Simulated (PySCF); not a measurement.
## Worked example: chemical shift, span and skew from a shielding tensor

Ga(H)(NH2)2 (GaH5N2), SMILES [NH2][GaH][NH2]. Atoms are numbered in the order given.

```xyz
8

Ga     0.0000     0.0000    -0.3350
H      0.0000     0.0000    -1.8921
N      0.0000     1.5534     0.6172
H      0.0000     2.4717     0.1890
H      0.0000     1.6126     1.6292
N      0.0000    -1.5534     0.6172
H      0.0000    -1.6126     1.6292
H      0.0000    -2.4717     0.1890
```
Charge 0, spin multiplicity 1.

Coordinates come from a B3LYP-D3(BJ)/def2-SVP optimisation. One conformer was computed; it need not be the lowest.

GIAO shieldings from PBE0/pcSseg-1 in PySCF, non-relativistic, no solvent. The symmetric part of the tensor of N3 has the principal values 196.2, 230.3, 270.5 ppm. The same nucleus in NH3 has σ = 267.4 ppm at this level (PySCF, at its B3LYP-D3(BJ)/def2-TZVP geometry).

Q: Work out the isotropic shielding, the ¹⁵N shift against NH3, the span and the skew.

A: 
σ(iso) = (σ11 + σ22 + σ33)/3 = 232.3 ppm. δ = σ(ref) − σ(iso) = 267.4 − (232.3) = 35.1 ppm.
Span Ω = σ33 − σ11 = 74.3 ppm. Skew κ = 3(σ(iso) − σ22)/Ω = 0.08. Tumbling in solution averages the tensor to δ; in a static solid the shielding alone would spread this spin-1/2 line over Ω.
